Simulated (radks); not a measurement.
The numbers below are computed, except where a source is named.
Sr4+, 34 electrons, occupied as [Ar] 3d9.75 4s2 4p4 4d0.25 (fractional occupations, a model configuration).

Level of theory: scalar-relativistic Kohn-Sham, BLYP, spin-polarised, spherical densities, point nucleus; open shells are filled with parallel spins first (spin-orbit coupling, left out, can overturn this in heavy ions) (a radial shooting solver on a logarithmic mesh with Libxc functionals).

Energy parts (hartree):
| part | energy |
|---|---|
| total | -3174.43365 |
| kinetic | 3255.70618 |
| electron-nucleus | -7581.18162 |
| Hartree | 1254.85575 |
| exchange-correlation | -103.81396 |

Orbitals (lengths in bohr, moments of r in powers of bohr):
| orbital | occ. | eigenvalue (hartree) | <r^4> |
|---|---|---|---|
| 1s up | 1 | -587.8378 | 0.00001102 |
| 1s down | 1 | -587.8281 | 0.00001102 |
| 2s up | 1 | -81.33328 | 0.002121 |
| 2s down | 1 | -81.31502 | 0.002120 |
| 2p up | 3 | -72.50697 | 0.001527 |
| 2p down | 3 | -72.48832 | 0.001526 |
| 3s up | 1 | -14.19258 | 0.1197 |
| 3s down | 1 | -14.16387 | 0.1195 |
| 3p up | 3 | -11.34283 | 0.1373 |
| 3p down | 3 | -11.31276 | 0.1369 |
| 3d up | 5 | -6.63983 | 0.1774 |
| 3d down | 4.75 | -6.60680 | 0.1754 |
| 4s up | 1 | -3.18137 | 5.173 |
| 4s down | 1 | -3.08645 | 5.255 |
| 4p up | 3 | -2.45427 | 8.105 |
| 4p down | 1 | -2.36069 | 8.458 |
| 4d up | 0.25 | -1.41945 | 24.67 |
| 4d down | 0 | -1.34523 | 28.32 |

The highest occupied level is 4d up at -38.625 eV. The density falls to 0.001 e/bohr^3 at r = 3.05 bohr. Summed over all electrons, <r^2> = 19.39 bohr^2, which gives a Langevin (diamagnetic) susceptibility term of -15.4 x 10^-6 cm^3/mol. Spin moment in Bohr magnetons: 2.5.
